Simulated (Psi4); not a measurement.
Au₂, singlet, at a GFN2-xTB geometry (such geometries of metal compounds can be far from the true shape) (core potentials on Au); BLYP/def2-SVP run with Psi4.

Here is a job for Psi4.
```
memory 2 GB

molecule {
0 1
  Au   -0.00000000   -0.00000000   -1.24843889
  Au    0.00000000    0.00000000    1.24843889
}

set basis def2-svp
set dft_spherical_points 434

energy('blyp')
print_variables()
```

The log (banner, timings and long lists left out):

```
   => Loading Basis Set <=

    Name: DEF2-SVP
    Role: ORBITAL
    Keyword: BASIS

    !!!  WARNING: ECP capability is in beta. Please check occupations closely.  !!!

         ---------------------------------------------------------
                                   SCF
               by Justin Turney, Rob Parrish, Andy Simmonett
                          and Daniel G. A. Smith
                              RKS Reference
         ---------------------------------------------------------

  ==> Geometry <==

    Molecular point group: d2h
    Full point group: D_inf_h

    Geometry (in Angstrom), charge = 0, multiplicity = 1:

       Center              X                  Y                   Z               Mass
    ------------   -----------------  -----------------  -----------------  -----------------
         AU           0.000000000000     0.000000000000    -1.248438890000   196.966568790000
         AU           0.000000000000     0.000000000000     1.248438890000   196.966568790000

  Running in d2h symmetry.

  Rotational constants: A = ************  B =      0.02746  C =      0.02746 [cm^-1]
  Rotational constants: A = ************  B =    823.11422  C =    823.11422 [MHz]
  Nuclear repulsion =   76.508740068114193

  Charge       = 0
  Multiplicity = 1
  Electrons    = 38
  Nalpha       = 19
  Nbeta        = 19

  ==> Algorithm <==

  SCF Algorithm Type is DF.
  DIIS enabled.
  MOM disabled.
  Fractional occupation disabled.
  Guess Type is SAD.
  Energy threshold   = 1.00e-06
  Density threshold  = 1.00e-06
  Integral threshold = 1.00e-12

  ==> Primary Basis <==

  Basis Set: DEF2-SVP
    Blend: DEF2-SVP
    Number of shells: 24
    Number of basis functions: 64
    Number of Cartesian functions: 74
    Spherical Harmonics?: true
    Max angular momentum: 3

  Core potential: DEF2-SVP
    Number of shells: 8
    Number of ECP primitives: 28
    Number of ECP core electrons: 120
    Max angular momentum: 3

  ==> DFT Potential <==

   => LibXC <=

    Version 7.1.2
    S. Lehtola, C. Steigemann, M. J. T. Oliveira, and M. A. L. Marques,  SoftwareX 7, 1–5 (2018) (10.1016/j.softx.2017.11.002)

   => Composite Functional: BLYP <=

    BLYP GGA Exchange-Correlation Functional

    P.J. Stephens et. al., J. Phys. Chem., 98, 11623-11627, 1994
    B. Miehlich et. al., Chem. Phys. Lett., 157(3), 200-206 1989

    Deriv               =              1
    GGA                 =           TRUE
    Meta                =          FALSE

[...]
   @DF-RKS iter   5:  -271.45267613694460   -5.75513e-05   4.66906e-05 DIIS
   @DF-RKS iter   6:  -271.45267721229590   -1.07535e-06   2.72890e-06 DIIS
   @DF-RKS iter   7:  -271.45267721469719   -2.40129e-09   9.36269e-08 DIIS
  Energy and wave function converged.

  ==> Post-Iterations <==

   Electrons on quadrature grid:
      Ntotal   =   38.0000045453 ; deviation = 4.545e-06

    Orbital Energies [Eh]
    ---------------------

    Doubly Occupied:

[...]
       4B1u   -0.226353

    Virtual:

[...]
    Final Occupation by Irrep:
             Ag   B1g   B2g   B3g    Au   B1u   B2u   B3u
    DOCC [     5,    1,    2,    2,    1,    4,    2,    2 ]
    NA   [     5,    1,    2,    2,    1,    4,    2,    2 ]
    NB   [     5,    1,    2,    2,    1,    4,    2,    2 ]

  @DF-RKS Final Energy:  -271.45267721469719

   => Energetics <=

    Nuclear Repulsion Energy =             76.5087400681141929
    One-Electron Energy =                -629.9137063926135625
    Two-Electron Energy =                 307.5774791136881845
    DFT Exchange-Correlation Energy =     -25.6251900038860327
    Empirical Dispersion Energy =           0.0000000000000000
    VV10 Nonlocal Energy =                  0.0000000000000000
    Total Energy =                       -271.4526772146971894

Computation Completed

Properties will be evaluated at   0.000000,   0.000000,   0.000000 [a0]

Properties computed using the SCF density matrix

 Multipole Moments:

 ------------------------------------------------------------------------------------
     Multipole            Electronic (a.u.)      Nuclear  (a.u.)        Total (a.u.)
 ------------------------------------------------------------------------------------

 L = 1.  Multiply by 2.5417464519 to convert [e a0] to [Debye]
 Dipole X            :          0.0000000            0.0000000            0.0000000
 Dipole Y            :          0.0000000            0.0000000            0.0000000
 Dipole Z            :          0.0000000            0.0000000            0.0000000
 Magnitude           :                                                    0.0000000

 ------------------------------------------------------------------------------------

  Variable Map:
  ----------------------------------------------------------------------------
[...]
  Array Variable Map:
  ----------------------------------------------------------------------------
[...]
[...]
```
